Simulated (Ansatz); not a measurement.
Be₉O₉⁺, a nanocrystal cut from wurtzite BeO (bare). Charge 1, multiplicity 2. Geometry PBE-D4/def2-SVP, that of the neutral singlet; atoms count from 1.

```xyz
18

Be   -1.5300   -1.2944   -0.2068
O    -2.1367    0.1334    0.3363
O    -1.0478   -1.8711    1.2086
Be   -1.3706   -0.3516    1.6468
Be    0.4500   -1.3459    1.4302
O     0.0745    0.0759    2.1645
Be   -1.4374    1.3918   -0.2342
O    -0.4874    2.3201    0.6625
Be    0.5424    1.3404    1.4027
O    -0.6694   -1.4270   -1.4875
Be    0.8510   -1.6798   -1.0821
O     1.5419   -1.4845    0.3407
Be   -0.0022   -0.0204   -2.0136
O    -0.5109    1.3801   -1.5916
O     1.5352   -0.4489   -1.8710
Be    0.5199    2.0313   -0.5650
Be    1.9767   -0.0719   -0.3775
O     1.7010    1.3226    0.2371
```

Single mean-field runs in def2-TZVP are fitted with def2-universal-jkfit.

(1) Estimate the Mulliken populations from the PBE0/def2-TZVP orbitals of Ansatz.

(2) Where does the spin sit?

(3) And the Mayer bond orders between heavy atoms (over 0.3)?

## Answers

(1) 
```tsv
atom	charge (e)	spin (α − β)
Be1	0.33	-0.02
O2	-0.21	0.06
O3	-0.21	0.27
Be4	0.30	-0.01
Be5	0.33	-0.02
O6	-0.21	0.06
Be7	0.33	-0.02
O8	-0.21	0.27
Be9	0.33	-0.02
O10	-0.21	0.06
Be11	0.30	-0.01
O12	-0.21	0.06
Be13	0.33	-0.02
O14	-0.21	0.06
O15	-0.21	0.27
Be16	0.30	-0.01
Be17	0.33	-0.02
O18	-0.21	0.06
```
Mulliken values depend strongly on the basis.

(2) Summed by element: Be -0.15, O 1.15, of 1 unpaired in all. Largest on single atoms: O3 0.27, O8 0.27, O15 0.27.

(3) Be1–O2 0.63 (1.64 Å); Be1–O3 0.68 (1.60 Å); Be1–O10 0.95 (1.55 Å); O2–Be4 0.82 (1.59 Å); O2–Be7 0.95 (1.55 Å); O3–Be4 0.69 (1.61 Å); O3–Be5 0.68 (1.60 Å); Be4–O6 0.82 (1.59 Å); Be5–O6 0.63 (1.64 Å); Be5–O12 0.95 (1.55 Å); O6–Be9 0.95 (1.55 Å); Be7–O8 0.68 (1.60 Å); Be7–O14 0.63 (1.64 Å); O8–Be9 0.68 (1.60 Å); O8–Be16 0.69 (1.61 Å); Be9–O18 0.63 (1.64 Å); O10–Be11 0.82 (1.59 Å); O10–Be13 0.63 (1.64 Å); Be11–O12 0.82 (1.59 Å); Be11–O15 0.69 (1.61 Å); O12–Be17 0.63 (1.64 Å); Be13–O14 0.95 (1.55 Å); Be13–O15 0.68 (1.60 Å); O14–Be16 0.82 (1.59 Å); O15–Be17 0.68 (1.60 Å); Be16–O18 0.82 (1.59 Å); Be17–O18 0.95 (1.55 Å).
